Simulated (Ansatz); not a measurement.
What each rung costs, and what it gives

Saddle point of AlH5SeS, singlet (AlH₃S ([AlH2][SH]) + H₂Se → AlH₃Se ([AlH2][SeH]) + H₂S (still joined by a long Al–S bond); bonds formed: S2–H5; dative contacts that become bonds: Al1–Se6; bonds broken: H5–Se6; bonds weakened to dative contacts: Al1–S2), PBE0-D4/def2-TZVP structure:

```xyz
8
angstrom
Al -0.9818 -0.0853 -0.2571
S 0.5451 1.7023 -0.2242
H -1.2972 -0.5278 -1.7428
H -2.0142 0.0740 0.9294
H 1.1803 0.1415 0.2633
Se 0.9499 -1.5415 0.5529
H 0.9603 1.4905 -1.4846
H 0.6575 -1.2537 1.9632
```

Barriers are electronic and count from the start structure reached by relaxing down the imaginary mode.

Computed with Ansatz 0.2.0 (basis: as named in each row); correlated methods freeze the cores. Filled d shells of the heavier atoms are correlated. The def2 sets are not built for correlating such inner shells, so the correlated values are less sure here. B3LYP uses VWN-RPA correlation. Extrapolation: Hartree–Fock as exp(−7.88 √X), correlation as X^−2.97.

Times are rough, for one single point on 4 threads of a shared host (Intel Xeon).

The estimate by CCSD(T) at an estimated basis limit (MP2 extrapolated from triple and quadruple zeta, plus CCSD(T) − MP2 in triple zeta) is 41.3 kJ/mol.

| method | basis | time (s) | barrier (kJ/mol) | method less estimate |
| --- | --- | --- | --- | --- |
| HF | STO-3G | under 1 | 57.7 | 16.5 |
| PBE-D4 | STO-3G | under 1 | -57.0 | -98.3 |
| SPW92 | def2-SVP | under 1 | -9.0 | -50.3 |
| PBE-D4 | def2-SVP | under 1 | 8.0 | -33.3 |
| B3LYP-D4 | 6-31G | under 1 | 38.1 | -3.1 |
| PBE0-D4 | def2-SVP | under 1 | 22.2 | -19.1 |
| SPW92 | def2-TZVPP | under 1 | -3.0 | -44.3 |
| PBE-D4 | def2-TZVPP | 1 | 11.9 | -29.4 |
| BLYP-D4 | def2-TZVPP | 1 | 23.0 | -18.3 |
| B3LYP-D4 | def2-TZVPP | 2 | 33.2 | -8.1 |
| BHLYP-D4 | def2-TZVPP | 2 | 49.9 | 8.6 |
| CCSD(T) | def2-SVP | 2 | 48.8 | 7.5 |
| PBE0-D4 | def2-TZVPP | 2 | 25.0 | -16.2 |
| CAM-B3LYP-D4 | def2-TZVPP | 2 | 43.0 | 1.7 |
| r2SCAN-D4 | def2-TZVPP | 2 | 20.1 | -21.2 |
| RPA on PBE | def2-TZVPP | 2 | 44.1 | 2.8 |
| wB97M-V | def2-SVP | 3 | 38.0 | -3.3 |
| r2SCAN0-D4 | def2-TZVPP | 3 | 29.8 | -11.5 |
| B2PLYP | def2-TZVPP | 3 | 38.5 | -2.8 |
| PBE-QIDH | def2-TZVPP | 3 | 35.7 | -5.6 |
| B97M-V | def2-TZVPP | 4 | 38.4 | -2.9 |
| wB97X-V | def2-TZVPP | 4 | 46.7 | 5.4 |
| wB97M-V | def2-TZVPP | 5 | 44.0 | 2.7 |
| MP2 | def2-QZVPP | 10 | 34.1 | -7.2 |
| CCSD(T) | def2-TZVPP | 26 | 44.8 | 3.6 |

All methods are single points on the PBE0-D4 structures; a negative value means that the method puts the saddle structure below the start.

No T1 diagnostic of these runs exceeds 0.010.

Labels in which every atom is bracketed show which atoms are joined, not bond orders.
